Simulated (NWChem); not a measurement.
System: CdHOF; SMILES [OH][Cd][F]

NWChem input:

```
start job
memory heap 200 mb stack 900 mb global 1100 mb
geometry units angstroms noautoz
  Cd    -0.427452     0.021850     0.000000
  F     -0.198617     1.932690     0.000000
  O     -0.781330    -1.900572     0.000000
  H      0.042221    -2.402324     0.000000
end
basis spherical
  * library def2-svp
end
ecp
  Cd library def2-ecp
end
dft
  xc xcamb88 1.00 lyp 0.81 vwn_5 0.19 hfexch 1.00
  cam 0.33 cam_alpha 0.19 cam_beta 0.46
  iterations 150
  vectors input atomic output neutral.movecs
end
task dft energy
charge 1
dft
  odft
  mult 2
  vectors input atomic output cation.movecs
end
task dft energy
```

All runs use the structure optimised with PBE0/def2-SVP. Not confirmed as a minimum by frequencies. def2 effective core potentials on Cd; no spin-orbit coupling.

Ions are spin-unrestricted doublets at the neutral geometry; other ion states weren't tried.

Task: What results follow from this input? (CAM-B3LYP/def2-SVP with def2 effective core potentials on Cd, vertical spin-unrestricted ions.) Quantities: vertical ionisation energy, ΔSCF (eV); −ε(HOMO) (eV).

Result: 
| Item | Result |
|---|---|
| vertical ionisation energy, ΔSCF (eV) | 10.92 |
| −ε(HOMO) (eV) | 9.57 |
